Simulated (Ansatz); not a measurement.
Program: Ansatz. Geometries: PBE0-D4/def2-TZVP. ΔE: electronic, gas phase. CCSD(T)/CBS is the MP2 limit (def2-TZVPP, def2-QZVPP) plus CCSD(T) − MP2 in def2-TZVPP, frozen cores. This one scheme is used for every species. For Ge outer-core shells are correlated without core-valence functions, which leaves a few kJ/mol of doubt a bond. Scalar relativity is left out up to krypton. Each species was taken in one conformer, which may not be the lowest.

Reaction (hydrogenolysis of a Ge–C bond): `[CH3][GeH2][C](=O)O` + H₂ → `O=[C](O)[GeH3]` + CH₄

| species | CCSD(T)/CBS(def2) energy (Eh) |
| --- | --- |
| `[CH3][GeH2][C](=O)O` | -2306.18156 |
| H₂ | -1.17544 |
| `O=[C](O)[GeH3]` | -2266.90720 |
| CH₄ | -40.46206 |

(1) Work out ΔE.

Largest T1 diagnostic among the species: 0.015.

Answers

(1) ΔE = (-2266.90720) + (-40.46206) − (-2306.18156) − (-1.17544) = -0.01226 Eh = -32.2 kJ/mol.

In def2-TZVPP, CCSD(T) changes the Hartree–Fock value by +23.0 kJ/mol (the triples alone add +4.0 kJ/mol) and MP2 by +28.8 kJ/mol. The D4 term adds +7.8 kJ/mol with B3LYP and +4.4 kJ/mol with PBE0; it sums over pairs of atoms, weighted by their polarisabilities, and B3LYP, whose exchange is more repulsive, gets the larger term.

B3LYP here is the variant with VWN-RPA as its local correlation; programs differ in this.
